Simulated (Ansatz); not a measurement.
Molecule: WO3 (charge 0, singlet). 
Structure (B3LYP-D3(BJ)/def2-TZVP (Ansatz, a program for electronic structure) minimum search):
SMILES: [O]=[W](=[O])=[O]
```xyz
4

W     -0.0639    -0.1100    -0.0865
O      1.6332     0.0179    -0.3861
O     -0.2732    -0.4349     1.5978
O     -0.7687     1.4341    -0.4113
```
Charge 0, spin multiplicity 1.

Basis-set convergence of Hartree-Fock and CCSD(T) correlation energies (hartree) with Ansatz. Valence correlation only, unless marked. No spin-orbit coupling. Frozen are the shells of the preceding noble gas and the d and f shells that filled before the atom's block. Past Kr the def2 sets carry scalar-relativistic core potentials.

The Hartree-Fock reference is unstable (checked in the largest basis), which strains HF and MP2. The T1 diagnostic of CCSD in the largest basis is 0.032, which is high, so the coupled-cluster rows are less sure than usual.

```json
[
 {"basis": "def2-SVPD", "functions": "104", "E(HF)": "-290.78520", "E(corr, CCSD(T))": "-0.85356", "rough core time": "under 20 s"},
 {"basis": "def2-TZVPPD", "functions": "179", "E(HF)": "…", "E(corr, CCSD(T))": "…", "rough core time": "50 s"}
]
```

Task: Complete the blanks.

Result: 
- def2-TZVPPD, E(HF): -291.08937
- def2-TZVPPD, E(corr, CCSD(T)): -1.00597
